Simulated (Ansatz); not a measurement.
Computed with Ansatz on PBE0-D4/def2-TZVP structures; ΔE is electronic, products minus reactants. CCSD(T)/CBS is the MP2 limit (def2-TZVPP, def2-QZVPP) plus CCSD(T) − MP2 in def2-TZVPP, frozen cores. This one scheme is used for every species. Functionals use def2-TZVPP. B3LYP here is the variant with VWN-RPA as its local correlation; programs differ in this. HSE06 is defined as in plane-wave codes.

`F[Si]1(Cl)[CH2][AlH]1` + H–F → `F[Si]1(F)[CH2][AlH]1` + HCl  (ligand exchange at the Si–Cl bond)

`F[Si]1(Cl)[CH2][AlH]1`:

Cartesian coordinates in Å:
```
F 1.731 -1.642 -0.697
Si 0.607 -0.511 -0.777
Cl 1.150 0.746 -2.315
C 0.207 0.456 0.763
Al -1.533 -0.163 0.053
H 0.300 -0.262 1.602
H 0.627 1.415 1.062
H -3.089 -0.039 0.308
```

H–F:

Z-matrix (Å, degrees):
```
F
H 1 0.920
```

`F[Si]1(F)[CH2][AlH]1`:

```xyz
8

F     1.431   -1.850   -0.295
Si    1.085   -0.307   -0.069
F     2.344    0.298    0.698
C    -0.599   -0.042    0.668
Al   -0.744    0.566   -1.213
H    -1.169   -0.707    1.315
H    -0.528    0.957    1.147
H    -1.820    1.085   -2.250
```

HCl:

Z-matrix (Å, degrees):
```
Cl
H 1 1.279
```

```json
{"level": "BLYP-D4", "ΔE (kJ/mol)": "-38.0", "difference from CCSD(T)/CBS": "-3.3"}
{"level": "PBE0-D4", "ΔE (kJ/mol)": "-29.0", "difference from CCSD(T)/CBS": "5.7"}
{"level": "B3LYP-D4", "ΔE (kJ/mol)": "-38.5", "difference from CCSD(T)/CBS": "-3.8"}
{"level": "r2SCAN0-D4", "ΔE (kJ/mol)": "-35.4", "difference from CCSD(T)/CBS": "-0.7"}
{"level": "revPBE", "ΔE (kJ/mol)": "-32.2", "difference from CCSD(T)/CBS": "2.5"}
{"level": "BLYP", "ΔE (kJ/mol)": "-45.5", "difference from CCSD(T)/CBS": "-10.8"}
{"level": "PBE0", "ΔE (kJ/mol)": "-32.3", "difference from CCSD(T)/CBS": "2.4"}
{"level": "B3LYP", "ΔE (kJ/mol)": "-44.7", "difference from CCSD(T)/CBS": "-10.0"}
{"level": "HSE06", "ΔE (kJ/mol)": "-31.7", "difference from CCSD(T)/CBS": "3.0"}
{"level": "LC-ωPBE", "ΔE (kJ/mol)": "-39.1", "difference from CCSD(T)/CBS": "-4.4"}
{"level": "CCSD/def2-SVP", "ΔE (kJ/mol)": "-38.7", "difference from CCSD(T)/CBS": "-4.0"}
{"level": "HF/def2-TZVPP", "ΔE (kJ/mol)": "-51.1", "difference from CCSD(T)/CBS": "-16.4"}
{"level": "MP2/def2-TZVPP", "ΔE (kJ/mol)": "-31.7", "difference from CCSD(T)/CBS": "3.0"}
{"level": "CCSD(T)/def2-TZVPP", "ΔE (kJ/mol)": "-38.8", "difference from CCSD(T)/CBS": "-4.1"}
{"level": "HF/CBS(def2)", "ΔE (kJ/mol)": "-53.3", "difference from CCSD(T)/CBS": "-18.6"}
{"level": "CCSD/CBS(def2)", "ΔE (kJ/mol)": "-37.7", "difference from CCSD(T)/CBS": "-3.0"}
{"level": "CCSD(T)/CBS", "ΔE (kJ/mol)": "-34.7", "difference from CCSD(T)/CBS": "0"}
```

Largest T1 diagnostic among the species: 0.013.

In def2-TZVPP, CCSD(T) changes the Hartree–Fock value by +12.2 kJ/mol (the triples alone add +3.1 kJ/mol) and MP2 by +19.4 kJ/mol. The D4 term adds +6.2 kJ/mol with B3LYP and +3.3 kJ/mol with PBE0; it sums over pairs of atoms, weighted by their polarisabilities, and B3LYP, whose exchange is more repulsive, gets the larger term.
